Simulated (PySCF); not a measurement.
**Finite-field polarisability of K⁻ (potassium, charge -1)**

[Ar] 4s2, closed-shell 1S. Computed with PySCF 2.14 in aug-cc-pwCVTZ-X2C with one added diffuse shell each of s, p, d, f type (10s9p7d4f, 100 functions), with scalar relativity by spin-free X2C-1e. Frozen: [Ne]. Energy changes in a uniform field (μhartree):

| axis | F (au) | HF | MP2 | CCSD | CCSD(T) |
| --- | --- | --- | --- | --- | --- |
| x | 0.00029 | -102.281 | -66.080 | -66.172 | -65.665 |
| x | 0.00058 | -429.670 | -279.592 | -270.692 | -269.504 |

(1) Derive α along x at CCSD(T) from the two fields.

(2) And the mean polarisability at each level?

## Answers

(1) With ΔE = −αF²/2 − γF⁴/24, α = −(16 ΔE(F) − ΔE(2F))/(6F²) = 1548 bohr³.

(2) HF 2392, MP2 1541, CCSD 1562, CCSD(T) 1548 bohr³.
